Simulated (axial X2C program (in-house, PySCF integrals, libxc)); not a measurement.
# GeF: from Re and ωe to a spectrum

A bond curve at the CCSD(T) level, two-component, was computed with an axial X2C code built on PySCF integrals (basis Ge dyall-cv3z [9s9p7d4f1g], F dyall-av3z [7s6p3d2f] (cores contracted in-house)) for the state Ω = 1/2 (⟨Sz⟩ = -0.50, ⟨Lz⟩ = 1.00 at HF). Its fit gives Re = 1.7594 Å, ωe = 655.4 cm⁻¹, ωexe = 3.13 cm⁻¹ and αe = 2.620e-03 cm⁻¹; the masses are 73.9212 and 18.9984 u. Two-component means X2C with spin–orbit coupling and atomic mean-field Coulomb and Gaunt terms.

Correlated methods: 11 electrons correlated (number of frozen shells: Ge 3 s, 2 p, 1 d; F 1 s), 233 virtual spin orbitals or spinors in MP2, 90 natural virtuals in coupled cluster.

(1) Find the reduced mass, Be and the force constant.

(2) Where do the fundamental and the first overtone lie?

(3) A Morse curve ties αe to the other constants (Pekeris). How well does that hold?

(4) Estimate the centrifugal constant by the Kratzer relation.

Occupations by symmetry block were frozen at the best pattern of an incomplete PBE0 search. CCSD and (T) use frozen natural virtuals with an MP2 correction for the truncation; (T) itself is uncorrected, so its De runs slightly low. With the outer-core shells frozen, correlated bond lengths of heavy atoms tend to come out a few hundredths of an ångström too long.

## Answers

(1) From the CCSD(T) values: μ = 15.1140 u. Be = 16.8576/(μ Re²) = 0.3603 cm⁻¹. k = 5.8918×10⁻⁷ μ ωe² = 3.83 mdyn/Å.

(2) ν(1←0) = ωe − 2ωexe = 649.1 cm⁻¹; ν(2←0) = 2ωe − 6ωexe = 1292.0 cm⁻¹.

(3) αe(Morse) = 6Be²/ωe × (√(ωexe/Be) − 1) = 2.315e-03 cm⁻¹; the CCSD(T) curve gives 2.620e-03 cm⁻¹, a ratio of 0.88.

(4) D = 4Be³/ωe² = 4.36e-07 cm⁻¹.
